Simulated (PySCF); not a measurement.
bis(fluoromethyl)-hydroxysilane (C2H6F2OSi), SMILES O[SiH](CF)CF. Geometry: PBE-D3(BJ)/def2-SVP. One conformer was computed; it need not be the lowest.

Computed equilibrium geometry at PBE-D3(BJ)/def2-SVP (PySCF confirms it by a frequency run) as Cartesian coordinates in Å, and its point group (one conformer of several):
point group Cs.
```xyz
12

O      0.2297     1.7623     0.0000
Si    -0.2930     0.1668     0.0000
C      0.2969    -0.8023    -1.5396
F     -0.1889    -0.1974    -2.6982
C      0.2969    -0.8023     1.5396
F     -0.1889    -0.1974     2.6982
H      1.1910     1.9079     0.0000
H     -1.7844     0.2618     0.0000
H     -0.0633    -1.8583    -1.4973
H      1.4110    -0.8529    -1.5936
H     -0.0633    -1.8583     1.4973
H      1.4110    -0.8529     1.5936
```
